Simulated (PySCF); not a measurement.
# Working out the ionisation energy of Si⁺

Si⁺ [Ne] 3s2 3p1 (2P) → Si²⁺ [Ne] 3s2 (1S). Calculation: PySCF 2.14, in cc-pVDZ-DK (4s3p1d, 18 functions); the spin-free X2C one-electron Hamiltonian (Gaussian nucleus). Frozen: [Ne]. Energies in hartree (1 hartree = 27.21139 eV):

| part | Si⁺ (lower) | Si²⁺ (upper) |
| --- | --- | --- |
| UHF | -289.171607 | -288.590910 |
| CCSD correlation | -0.053027 | -0.043337 |
| (T) | -0.000634 | 0.000000 |

**Question.** What does Hartree-Fock give?

**Answer.** (-288.590910) − (-289.171607) = 0.580697 hartree = 15.802 eV.

**Question.** What do CCSD and CCSD(T) give?

**Answer.** The CCSD correlation energies differ by 0.009690 hartree = 0.264 eV and the triples by 0.000634 hartree = 0.017 eV, so CCSD gives 16.066 eV and CCSD(T) 16.083 eV.

Measured between the centres of the two terms (NIST): 16.322 eV, so CCSD(T) (valence) is off by -0.239 eV.

A double-zeta basis recovers only part of the correlation energy.

What remains against the reference includes basis incompleteness, the frozen core and higher excitations.
